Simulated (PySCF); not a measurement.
C₃H₁₄Si₃. Atoms are numbered in the order given.

```xyz
20

C     -3.3840    -1.7561    -0.6391
Si    -2.5972    -0.2318     0.1444
C     -0.7686    -0.0781    -0.3262
C     -0.0659     1.1475     0.2902
Si     1.7590     1.3174    -0.2076
Si     2.9613    -0.6108     0.4044
H     -4.4473    -1.8409    -0.3635
H     -3.3217    -1.7093    -1.7385
H     -2.8739    -2.6753    -0.3083
H     -3.3171     1.0026    -0.2992
H     -2.7066    -0.3071     1.6348
H     -0.2602    -1.0108    -0.0212
H     -0.6975    -0.0502    -1.4287
H     -0.1159     1.1075     1.3927
H     -0.5851     2.0783     0.0003
H      1.8639     1.5028    -1.6886
H      2.3749     2.5109     0.4513
H      2.7721    -0.8909     1.8609
H      4.4219    -0.4441     0.1410
H      2.4810    -1.8017    -0.3600
```

Geometry: B3LYP-D3(BJ)/def2-SVP. The structure was generated by enumeration, and PubChem lists no compound with its InChIKey, so it may never have been made. Other conformers were not sampled.

All values below come from PBE/pcSseg-1 (PySCF).

GIAO shieldings, no solvent; atoms listed in one row are averaged. δ = σ(ref) − σ: ¹³C against TMS (σ = 182.0 ppm); ²⁹Si against TMS (σ = 335.4 ppm); ¹H against TMS (σ = 31.49 ppm), references at their B3LYP-D3(BJ)/def2-TZVP geometries, non-relativistic.

**Question.** Estimate the chemical shifts. (Estimate from the structure and the level; the computed values follow.)

**Answer.** 
```
nucleus          atoms  count  δ (ppm)
-------  -------------  -----  -------
¹³C                 C3      1     14.5
¹³C                 C4      1      9.8
¹³C                 C1      1     -4.3
²⁹Si               Si2      1    -30.5
²⁹Si               Si5      1    -64.8
²⁹Si               Si6      1   -115.3
¹H                 H17      1     4.50
¹H            H10, H11      2     4.38
¹H                 H16      1     4.24
¹H       H18, H19, H20      3     3.81
¹H                 H15      1     1.38
¹H                 H14      1     1.01
¹H            H12, H13      2     0.91
¹H          H7, H8, H9      3     0.51
```
